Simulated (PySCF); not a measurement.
CH₇NSn. Atoms are numbered in the order given.

```xyz
10

Sn     0.5969     0.0107     0.1179
N     -1.2524    -0.3333    -0.7477
C     -2.4361     0.2452    -0.1267
H      1.7253    -0.8864    -0.8319
H      0.8458     1.7149    -0.0102
H      0.6933    -0.4658     1.7922
H     -1.3871    -1.3338    -0.9377
H     -2.7196    -0.1620     0.8774
H     -3.3220     0.1176    -0.7887
H     -2.2994     1.3408     0.0003
```
Charge 0, spin multiplicity 1.

The structure is a stationary point at PBE-D3(BJ)/def2-SVP. The def2 effective core potentials stand for the cores of Sn; spin–orbit coupling is left out.

Calculation: C-PCM-M06-2X/def2-SVP (PySCF).

The values are the electrostatic part of the solvation free energy, E(continuum) − E(gas) at the gas-phase geometry, in a cavity of scaled van der Waals radii (PySCF's table); cavitation and dispersion terms are not included. A continuum can't describe solvent molecules that bind to the metal. In vacuum the orbital gap is 8.60 eV. The dipole moment in vacuum is 0.92 D.

### Question
Estimate the values in water (ε = 78.36), dimethylsulfoxide (ε = 46.83), n-hexane (ε = 1.88). (The exact figures need the calculation; the answer reports its results.)

### Answer

```json
[
 {"solvent": "water", "ε": "78.36", "ΔG(elec) (kcal/mol)": "-2.8", "dipole (D)": "1.23", "gap (eV)": "8.78"},
 {"solvent": "dimethylsulfoxide", "ε": "46.83", "ΔG(elec) (kcal/mol)": "-2.8", "dipole (D)": "1.23", "gap (eV)": "8.78"},
 {"solvent": "n-hexane", "ε": "1.88", "ΔG(elec) (kcal/mol)": "-1.3", "dipole (D)": "1.04", "gap (eV)": "8.68"}
]
```
